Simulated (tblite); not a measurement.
Species: C8H9N.
Numbering: `[CH3:1][NH:2][c:3]1[cH:4][cH:5][cH:6][c:7]2[c:8]1[CH2:9]2` (hydrogens: H10, H11, H12 on C1; H13 on N2; H14 on C4; H15 on C5; H16 on C6; H17, H18 on C9)

Computed with GFN2-xTB (tblite), gas phase: Langevin dynamics at 300 K from the optimised GFN2-xTB geometry, time step 0.5 fs, friction 0.01 fs⁻¹, 2000 steps.

Start geometry:
```
atom  x, y, z in Å
C1      2.777    0.319    0.465
N2      1.712   -0.590    0.114
C3      0.407   -0.160   -0.017
C4      0.030    1.195   -0.206
C5     -1.280    1.594   -0.398
C6     -2.368    0.701   -0.424
C7     -1.974   -0.586   -0.241
C8     -0.678   -0.990   -0.048
C9     -1.733   -2.045   -0.057
H10     3.707   -0.242    0.533
H11     2.604    0.833    1.419
H12     2.888    1.069   -0.319
H13     1.795   -1.514    0.512
H14     0.796    1.954   -0.199
H15    -1.476    2.649   -0.533
H16    -3.381    1.039   -0.574
H17    -1.812   -2.704   -0.916
H18    -2.024   -2.514    0.878
```

The statistics below take the 31 frames saved every 25 fs from 250 to 1000 fs; their kinetic temperature (all 3N coordinates) averages 268 K.

Task: How do the bond lengths spread?

Result: 
| bond | start (Å) | mean (Å) | standard deviation (Å) | shortest (Å) | longest (Å) |
| --- | --- | --- | --- | --- | --- |
| C1–N2 | 1.443 | 1.444 | 0.027 | 1.400 | 1.513 |
| N2–C3 | 1.380 | 1.394 | 0.032 | 1.337 | 1.466 |
| C3–C4 | 1.419 | 1.412 | 0.032 | 1.352 | 1.476 |
| C4–C5 | 1.383 | 1.390 | 0.026 | 1.354 | 1.475 |
| C5–C6 | 1.408 | 1.404 | 0.029 | 1.342 | 1.457 |
| C6–C7 | 1.358 | 1.364 | 0.020 | 1.328 | 1.402 |
| C7–C8 | 1.371 | 1.374 | 0.018 | 1.328 | 1.415 |
| C8–C9 | 1.492 | 1.490 | 0.026 | 1.423 | 1.560 |
| C3–C8 | 1.367 | 1.372 | 0.020 | 1.336 | 1.415 |
| C7–C9 | 1.490 | 1.486 | 0.023 | 1.432 | 1.526 |
| C1–H10 | 1.088 | 1.097 | 0.020 | 1.058 | 1.125 |
| C1–H11 | 1.098 | 1.093 | 0.029 | 1.039 | 1.168 |
| C1–H12 | 1.091 | 1.096 | 0.046 | 1.015 | 1.204 |
| N2–H13 | 1.009 | 1.010 | 0.023 | 0.964 | 1.059 |
| C4–H14 | 1.079 | 1.081 | 0.027 | 1.013 | 1.127 |
| C5–H15 | 1.081 | 1.086 | 0.028 | 1.027 | 1.139 |
| C6–H16 | 1.079 | 1.086 | 0.036 | 1.025 | 1.160 |
| C9–H17 | 1.086 | 1.091 | 0.031 | 1.031 | 1.182 |
| C9–H18 | 1.086 | 1.088 | 0.035 | 1.021 | 1.157 |

Task: How widely does the potential energy scatter, against a harmonic estimate?

Result: Mean 0.55 eV above the start, standard deviation 0.119 eV, range 0.27 to 0.86 eV. For 48 classical harmonic modes at 300 K the canonical values are 48kT/2 = 0.62 eV and kT·√(48/2) = 0.127 eV.

The run is classical and short, so these are rough statistics of one trajectory.

The cost below is that of the whole dynamics run. Time: 11 s of wall time; peak memory 0.18 GiB. Hardware: one thread, Intel Xeon 6975P-C (x86_64), no GPU, on a shared host.
